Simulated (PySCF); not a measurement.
Mo(OH)3 (H3MoO3), SMILES [OH][Mo]([OH])[OH] (connectivity only; charge and spin as stated), neutral, multiplicity 4. Coordinates come from a B3LYP-D3(BJ)/def2-SVP optimisation. The multiplicity is an assumed one; other spin states were not compared. The def2 effective core potentials stand for the cores of Mo; spin–orbit coupling is left out. The values are those of a single conformer.

All values below come from B3LYP-D3(BJ)/def2-SVP (PySCF).

Harmonic wavenumbers (cm⁻¹): 149, 167, 171, 367, 389, 428, 649, 658, 668, 681, 703, 704, 3772, 3777, 3780. Rotational constants (GHz): 5.223, 5.136, 2.640; symmetry number 1.

Task: Work out the zero-point energy and the ideal-gas rigid-rotor harmonic-oscillator thermochemistry at 298.15 K and 1 atm.

Result: ZPE = ½ Σ hcν = ½ × 17065 cm⁻¹ = 102.07 kJ/mol. H − E(el) = 121.30 kJ/mol. Entropy in J/(mol K): translation 170.98, rotation 108.45, vibration 52.49, spin 11.53, total 343.46. G − E(el) = 18.90 kJ/mol. Cp = 97.49 J/(mol K). Modes under 150 cm⁻¹ make the vibrational entropy uncertain.
